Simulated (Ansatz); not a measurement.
Stepwise reaction of `[F][Ga]([Cl])[Cl]` with hydrogen fluoride, as a gas-phase model of exchange steps in deposition or etching. ΔE in kJ/mol; ΔG adds harmonic PBE0-D4 terms to CCSD(T)/CBS, at 1 bar.

Program: Ansatz. Geometries: PBE0-D4/def2-TZVP. ΔE: electronic, gas phase. CCSD(T)/CBS is the MP2 limit (def2-TZVPP, def2-QZVPP) plus CCSD(T) − MP2 in def2-TZVPP, frozen cores. This one scheme is used for every species. DFT in def2-TZVPP. B3LYP here is the variant with VWN-RPA as its local correlation; programs differ in this. For Ga outer-core shells are correlated without core-valence functions, which leaves a few kJ/mol of doubt a bond. Scalar relativity is left out up to krypton.

```tsv
step	reaction	PBE-D4	B3LYP-D4	ωB97M-V	CCSD(T)/CBS	ΔG(500 K)
2	`[F][Ga]([F])[Cl]` + H–F → `[F][Ga]([F])[F]` + HCl	39.5	37.8	38.7	42.8	40.9
```

(1) Give the row of step 1, `[F][Ga]([Cl])[Cl]` + H–F → `[F][Ga]([F])[Cl]` + HCl. (Best estimate.)

(2) By hand: ΔE of the 2 steps together at CCSD(T)/CBS.

Results:

(1) The calculation gave: 
```tsv
step	reaction	PBE-D4	B3LYP-D4	ωB97M-V	CCSD(T)/CBS	ΔG(500 K)
1	`[F][Ga]([Cl])[Cl]` + H–F → `[F][Ga]([F])[Cl]` + HCl	36.6	35.1	35.7	40.5	34.1
```

(2) (40.5) + (42.8) = 83.3 kJ/mol, or 41.6 kJ/mol a step.

In ΔE the steps differ by no more than 2.3 kJ/mol. All are uphill at CCSD(T)/CBS. ΔG lies between 34.1 and 40.9 kJ/mol a step. PBE-D4 differs from CCSD(T)/CBS by -3.9 to -3.3 kJ/mol a step. Isolated molecules leave out the surface, adducts and barriers. Largest T1 diagnostic: 0.015.
